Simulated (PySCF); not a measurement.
# Where the electron goes

Species: C6H7N2O (charge +1).
SMILES with atom numbers: `[CH3:1][CH2:2][n+:3]1[cH:4][o:5][cH:6][c:7]1[C:8]#[N:9]` (hydrogens: H10, H11, H12 on C1; H13, H14 on C2; H15 on C4; H16 on C6)

Level of theory: TDDFT B3LYP/def2-SVPD, vertical, gas phase, core orbitals frozen in the response (PySCF 2.14.0, density-fitted response routines). The structure is a single GFN2-xTB conformer in the gas phase; no vibrational or solvent corrections. Torsions of this conformer, `[CH3:1][CH2:2][n+:3]1[cH:4][o:5][cH:6][c:7]1[C:8]#[N:9]`: C1–C2–N3–C4 -99°.

Frontier orbitals with the atoms that hold most of them (Löwdin shares over 4%, at most four atoms; ? is withheld):

```csv
orbital,ε (eV),atoms
LUMO+2,-4.81,"N9 39%, C8 30%, C7 12%, N3 7%"
LUMO+1,-6.64,"C6 28%, C7 22%, N9 17%, C8 12%"
LUMO,?,"C4 36%, N3 23%, O5 20%, C6 6%"
HOMO,-13.11,?
HOMO-1,-14.48,?
HOMO-2,-14.61,"N9 18%, N3 16%, C8 14%, C1 13%"
HOMO-3,-14.69,"N9 70%, C8 14%, C1 5%"
```

Q: Give the leading atoms of the HOMO.

A: C6 (bonded to C, O and H) 23%; N9 (bonded to C) 20%; C7 (bonded to 2 C and N) 18%; C8 (bonded to C and N) 13%. By element: carbon 53% or more, nitrogen 20% or more.

Q: Which atoms hold the HOMO-1, and with what shares?

A: N9 (bonded to C) 37%; C8 (bonded to C and N) 31%; C1 (bonded to C and 3 H) 7%; C2 (bonded to C, N and 2 H) 4%. By element: carbon 42% or more, nitrogen 37% or more.

Q: What is the LUMO energy, and the HOMO–LUMO gap?

A: ε(LUMO) = -7.01 eV; the gap is 6.10 eV (0.2240 hartree).

Q: How does S1 compare with the orbital gap of 6.10 eV?

A: S1 is at 5.58 eV (f = 0.101), 0.51 eV below the gap, made of HOMO→LUMO (93%). 

Q: One configuration dominates each of S1, S2, S3 and S4. Which, and how do the shares of the two leading atoms of either orbital change from the occupied to the empty one?

A: 
- S1 (5.58 eV, f 0.101), HOMO→LUMO (93%): C6 23% → 6%, N9 20% → at most 7%, C4 at most 13% → 36%, N3 at most 13% → 23%
- S2 (6.23 eV, f 0.131), HOMO→LUMO+1 (80%): C6 23% → 28%, N9 20% → 17%, C7 18% → 22%
- S3 (6.40 eV, f 0.0009), HOMO-1→LUMO+1 (73%): N9 37% → 17%, C8 31% → 12%, C6 at most 5% → 28%, C7 at most 5% → 22%
- S4 (6.65 eV, f 0.0016), HOMO-1→LUMO (82%): N9 37% → at most 7%, C8 31% → at most 7%, C4 at most 5% → 36%, N3 at most 5% → 23%

Löwdin shares depend on the basis, the more so with diffuse functions.
